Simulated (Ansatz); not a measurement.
GaCl2Br (GaBrCl2). The state is a singlet with charge 0. Geometry relaxed at B3LYP-D4/def2-SVP.

```xyz
4

Ga   -0.007    0.022    0.010
Cl   -0.195    0.260    2.126
Cl   -0.431    1.691   -1.258
Br    0.633   -1.973   -0.878
```

Question: Estimate the harmonic wavenumbers at RKS B3LYP-D4/def2-SVP (Ansatz, unscaled). Is this a minimum?

Answer: 102, 121, 126, 287, 420, 459 cm⁻¹. Yes, no mode is imaginary beyond noise. Zero-point energy 9.1 kJ/mol. Run time 26 s (4 threads of Arm Neoverse V2 on a shared host).
